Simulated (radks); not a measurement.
Exchange energies: the exact (Fock) value of the Kohn-Sham orbitals and density-functional approximations, as 100 (|E| - |E exact|)/|E exact|, negative where the magnitude is too small. Species: Be [He] 2s2; Yb+ [Xe] 4f14 6s1; Cu+ [Ar] 3d10. All-electron calculation, non-relativistic Kohn-Sham, r2SCAN, spin-polarised, spherical densities, point nucleus; meta-GGA in the generalised Kohn-Sham scheme. Program: a radial shooting solver on a logarithmic mesh with Libxc functionals. Every spin shell is full or empty, so the densities are truly spherical. Functionals are evaluated on that one density, not self-consistently.

[
 {"functional": "exact (hartree)", "Be": "-2.66471", "Yb+": "-275.801", "Cu+": "-65.5349"},
 {"functional": "LDA", "Be": "-13.22", "Yb+": "-3.81", "Cu+": "-5.74"},
 {"functional": "B88", "Be": "-0.25", "Yb+": "+0.33", "Cu+": "+0.43"},
 {"functional": "PBEsol", "Be": "-5.45", "Yb+": "-1.65", "Cu+": "-2.39"},
 {"functional": "RPBE", "Be": "+0.59", "Yb+": "+0.04", "Cu+": "+0.25"},
 {"functional": "PW91", "Be": "-0.73", "Yb+": "+0.31", "Cu+": "+0.37"},
 {"functional": "WC", "Be": "-3.17", "Yb+": "-0.41", "Cu+": "-0.73"},
 {"functional": "G96", "Be": "-0.25", "Yb+": "+0.71", "Cu+": "+0.65"},
 {"functional": "EV93", "Be": "+4.78", "Yb+": "-0.21", "Cu+": "+0.61"},
 {"functional": "SCAN", "Be": "-0.18", "Yb+": "+0.28", "Cu+": "+0.49"},
 {"functional": "TASK", "Be": "-1.97", "Yb+": "-1.79", "Cu+": "-2.47"}
]
